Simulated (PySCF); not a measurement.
States of one metal complex from SC-NEVPT2 in the d shell, PySCF, above the ground state:

| 2S+1 | degeneracy | energy / cm⁻¹ | f (electric dipole) |
| --- | --- | --- | --- |
| 3 | 1 | 0 | – |
| 1 | 2 | 11529 | – |
| 1 | 1 | 20573 | – |
| 3 | 3 | 23779 | 0 |
| 3 | 3 | 29008 | 1.6e-02 |
| 1 | 3 | 30379 | – |
| 1 | 3 | 32343 | – |
| 3 | 3 | 39020 | 3.3e-03 |
| 1 | 3 | 44014 | – |
| 1 | 2 | 44296 | – |
| 1 | 1 | 48961 | – |

Which of these complexes, all computed at model or optimised geometries, gave the data?
A. [FeF4]2+ (d2, tetrahedral)
B. [NiI3]- (d8, trigonal planar)
C. TiI2 (d2, linear)
D. [MoCl6]2- (d2, octahedral)

A. [FeF4]2+ (d2, tetrahedral) has 3A2, then 1E at 11529, 1A1 at 20573 cm⁻¹ (NEVPT2). The others: [NiI3]- (d8, trigonal planar) has 3A1'', then 3A2'' at 33, 3E' at 846 cm⁻¹ (NEVPT2); [MoCl6]2- (d2, octahedral) has 3T1g, then 1T2g at 7878, 1Eg at 8032 cm⁻¹ (NEVPT2); TiI2 (d2, linear) has 3Δg, then 3Φg at 3050, 3Πg at 3719 cm⁻¹ (NEVPT2).

The d shell alone is too small an active space for [FeF4]2+ (an active orbital has only 0.51 squared overlap with the free ion's shell): its levels, fitted parameters, g values and moments show what this model gives and aren't sound predictions.

The d shell alone is too small an active space for [MoCl6]2- (an active orbital has only 0.60 squared overlap with the free ion's shell): its levels, fitted parameters, g values and moments show what this model gives and aren't sound predictions.

On [FeF4]2+: The geometry is a model, and the complex may not exist in this form. Charge-transfer states lie outside this active space and may come lower than some of these levels. NEVPT2 lifts 3T2 from 19276 to 23779 cm⁻¹; on the d shell alone such lifts tend to overshoot. NEVPT2 on the d shell alone tends to put d–d bands too high for such charged or covalently bound ions.
